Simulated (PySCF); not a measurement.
## 1-chloro-4-ethylbenzene (c1(Cl)ccc(CC)cc1, C8H9Cl)

Geometry (Å), atoms numbered from 1 in this order:
```xyz
18

C    -1.8069    0.9131   -0.8705
C    -1.1367   -0.1400    0.0084
C     0.3472    0.0742    0.1392
C     0.8723    0.8869    1.1502
C     2.2390    1.1319    1.2505
C     3.1038    0.5562    0.3218
Cl    4.8087    0.8510    0.4371
C     2.6106   -0.2580   -0.6958
C     1.2404   -0.4903   -0.7782
H    -2.8903    0.7354   -0.9509
H    -1.3843    0.9059   -1.8871
H    -1.6571    1.9236   -0.4599
H    -1.5960   -0.1307    1.0103
H    -1.3248   -1.1426   -0.4089
H     0.1965    1.3377    1.8826
H     2.6404    1.7633    2.0449
H     3.3008   -0.7059   -1.4126
H     0.8571   -1.1325   -1.5763
```

Method used: PySCF 2.14.0, quadratic response CAM-B3LYP/aug-cc-pVDZ first hyperpolarisability, Taylor convention, gas phase. Geometry: PBE0-D3(BJ)/def2-SVP.

(1) Give the tensor of the second harmonic β(−2ω;ω,ω) at 1064 nm in the axes of these coordinates.

Answers

(1) In au, Taylor convention; rows are the first index (the induced dipole):
|  | xx | yy | zz | xy | xz | yz |
| --- | --- | --- | --- | --- | --- | --- |
| x | +196.6 | +17.5 | +14.8 | +23.2 | +16.7 | -0.5 |
| y | +22.5 | -0.5 | -2.6 | +16.7 | -0.1 | +7.3 |
| z | +17.2 | +7.6 | +5.1 | -0.1 | +14.4 | -2.4 |

Norm of βᵢ = ⅓ Σⱼ (βᵢⱼⱼ + βⱼᵢⱼ + βⱼⱼᵢ): 230.9 au, hyper-Rayleigh value 90.3 au.
